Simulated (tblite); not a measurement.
Species: C₅H₁₃GeNSi.
SMILES with atom numbers: `[CH2:1]=[C:2]1[CH2:3][CH2:4][N:5]([GeH3:6])[SiH2:7][CH2:8]1` (hydrogens: H9, H10 on C1; H11, H12 on C3; H13, H14 on C4; H15, H16, H17 on Ge6; H18, H19 on Si7; H20, H21 on C8)

Computed with GFN2-xTB (tblite), gas phase: L-BFGS steps from a force-field or distance-geometry start until the largest atomic force falls under 0.01 eV/Å.

At the end of the run (lengths in Å): N5–Si7 1.731, Ge6–H17 1.501, Ge6–H15 1.491, N5–Ge6 1.824, Si7–C8 1.902, C3–H11 1.092, C4–N5 1.454, Ge6–N5–Si7 121.3°, C4–N5–Ge6 116.4°, C4–N5–Si7 117.5°, C3–C2–C8 113.7°, C1–C2–C3–C4 -103°, C2–C3–C4–N5 -65°, C3–C4–N5–Ge6 -152°, H13–C4–N5–Ge6 86°, H20–C8–C2–C1 -6°.

Question: These geometries were met on the way; a selection of coordinates is given. Order them by energy above the end point, lowest first.
A. N5–Si7 1.728, Ge6–H17 1.494, Ge6–H15 1.484, N5–Ge6 1.828, Si7–C8 1.906, C3–H11 1.095, C4–N5 1.452, Ge6–N5–Si7 117.1°, C4–N5–Ge6 115.0°, C4–N5–Si7 118.4°, C3–C2–C8 114.5°, C1–C2–C3–C4 -114°, C2–C3–C4–N5 -62°, C3–C4–N5–Ge6 -165°, H13–C4–N5–Ge6 72°, H20–C8–C2–C1 3°
B. N5–Si7 1.734, Ge6–H17 1.518, Ge6–H15 1.505, N5–Ge6 1.866, Si7–C8 1.898, C3–H11 1.091, C4–N5 1.465, Ge6–N5–Si7 108.7°, C4–N5–Ge6 110.5°, C4–N5–Si7 112.4°, C3–C2–C8 117.8°, C1–C2–C3–C4 -122°, C2–C3–C4–N5 -65°, C3–C4–N5–Ge6 -177°, H13–C4–N5–Ge6 62°, H20–C8–C2–C1 14°
C. N5–Si7 1.796, Ge6–H17 1.557, Ge6–H15 1.547, N5–Ge6 1.873, Si7–C8 1.861, C3–H11 1.122, C4–N5 1.484, Ge6–N5–Si7 106.8°, C4–N5–Ge6 108.3°, C4–N5–Si7 109.7°, C3–C2–C8 117.9°, C1–C2–C3–C4 -123°, C2–C3–C4–N5 -69°, C3–C4–N5–Ge6 -178°, H13–C4–N5–Ge6 59°, H20–C8–C2–C1 16°
D. N5–Si7 1.729, Ge6–H17 1.496, Ge6–H15 1.486, N5–Ge6 1.835, Si7–C8 1.899, C3–H11 1.091, C4–N5 1.457, Ge6–N5–Si7 112.5°, C4–N5–Ge6 112.7°, C4–N5–Si7 113.1°, C3–C2–C8 114.8°, C1–C2–C3–C4 -119°, C2–C3–C4–N5 -66°, C3–C4–N5–Ge6 -173°, H13–C4–N5–Ge6 65°, H20–C8–C2–C1 12°
E. N5–Si7 1.732, Ge6–H17 1.513, Ge6–H15 1.505, N5–Ge6 1.834, Si7–C8 1.900, C3–H11 1.093, C4–N5 1.452, Ge6–N5–Si7 115.6°, C4–N5–Ge6 114.5°, C4–N5–Si7 116.6°, C3–C2–C8 115.2°, C1–C2–C3–C4 -116°, C2–C3–C4–N5 -62°, C3–C4–N5–Ge6 -168°, H13–C4–N5–Ge6 69°, H20–C8–C2–C1 5°

Answer: A (0.051 eV), E (0.086 eV), D (0.157 eV), B (0.267 eV), C (0.453 eV).

```tsv
step	E above end (eV)	rms distance from the end, all atoms (Å)	largest force (eV/Å)	rms shift of all bonds from the end (Å)
18	0.051	0.169	0.171	0.004
14	0.086	0.199	0.295	0.006
9	0.157	0.254	0.272	0.005
2	0.267	0.292	0.537	0.014
0	0.453	0.299	1.410	0.031
```

Rows stand in the order of the answer.
